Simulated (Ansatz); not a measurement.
Basis-set extrapolation for C2H8FPSi (`C[Si](C)(F)P`) (PBE0-D4/def2-TZVP geometry, frozen core, Ansatz). Multiplicity 1, RHF reference.

```csv
,def2-TZVPP,def2-QZVPP
HF,-809.703693,-809.731270
MP2 correlation,-0.885726,-0.954509
CCSD(T) correlation,-0.977442,not run
```

Energies in hartree. Use E(X) = E(∞) + A·exp(−7.88·√X) for Hartree–Fock and E(X) = E(∞) + B·X^(−2.97) for correlation, with X = 3 and 4, and add CCSD(T) minus MP2 of the smaller set to the MP2 limit.

What is the CCSD(T) energy at the basis-set limit?

HF limit: -809.731270 + (-0.027577) × 0.13774 = -809.73507. MP2 limit: -0.954509 + (-0.068783) × 0.74074 = -1.00546. Higher-order term: -0.977442 − (-0.885726) = -0.09172. Total: -810.83225 hartree, 396.8 kJ/mol below CCSD(T)/def2-TZVPP.
